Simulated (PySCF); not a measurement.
# Field gradients at the hydrogen positions

Species: C₄H₆F₂Si.
Geometry (GFN2-xTB, Å), atoms numbered from 1 in this order:
```
atom  x, y, z in Å
F1    -0.444   -2.644    0.173
C2    -0.169   -1.325    0.098
C3     1.062   -0.860    0.224
C4     1.230    0.624    0.136
F5     2.079    0.946   -0.924
Si6   -0.550    1.313   -0.163
C7    -1.341   -0.424   -0.107
H8     1.923   -1.494    0.356
H9     1.744    1.010    1.024
H10   -0.640    1.957   -1.469
H11   -0.980    2.165    0.946
H12   -1.866   -0.709   -1.021
H13   -2.052   -0.558    0.709
```

Level: PBE0/pcSseg-1 (PySCF, non-relativistic); Q(2H) = 0.00286 b; rigid geometry, the same for H and D, with no vibrational averaging.

Question: Rank these positions by the coupling χzz of a deuteron there, largest first.
A. H12 (methylene hydrogen)
B. H8 (vinylic hydrogen)
C. H11 (Si–H hydrogen)
D. H9 (methine hydrogen)

Answer: B (225 kHz), A (209 kHz), D (196 kHz), C (109 kHz).

Q: What are Vzz, η and χzz (234.96 MHz × Q × Vzz) at all hydrogens?

A: 
```json
{"atom": "H8", "bonded to": "C3", "bond length (Å)": "1.078", "Vzz (au)": "0.3349", "η": "0.07", "χzz (kHz)": "225"}
{"atom": "H9", "bonded to": "C4", "bond length (Å)": "1.096", "Vzz (au)": "0.2912", "η": "0.08", "χzz (kHz)": "196"}
{"atom": "H10", "bonded to": "Si6", "bond length (Å)": "1.459", "Vzz (au)": "0.1648", "η": "0.02", "χzz (kHz)": "111"}
{"atom": "H11", "bonded to": "Si6", "bond length (Å)": "1.463", "Vzz (au)": "0.1615", "η": "0.00", "χzz (kHz)": "109"}
{"atom": "H12", "bonded to": "C7", "bond length (Å)": "1.091", "Vzz (au)": "0.3103", "η": "0.04", "χzz (kHz)": "209"}
{"atom": "H13", "bonded to": "C7", "bond length (Å)": "1.091", "Vzz (au)": "0.3112", "η": "0.04", "χzz (kHz)": "209"}
```

Q: Average by the element that carries the hydrogen.

A: on C: 210 kHz over 4 positions, mean bond length 1.089 Å; on Si: 110 kHz over 2 positions, mean bond length 1.461 Å.

Isolated species at its GFN2-xTB geometry, gas phase. GFN2-xTB bond lengths can be off by several hundredths of an ångström, more for odd bonds, and the gradients follow them. With a basis this small, the couplings can be 20 % off.

These values come from a run that also computed NMR shieldings. Time: 16 s wall. Hardware: one thread of an Arm Neoverse V1, no GPU, on a shared host.
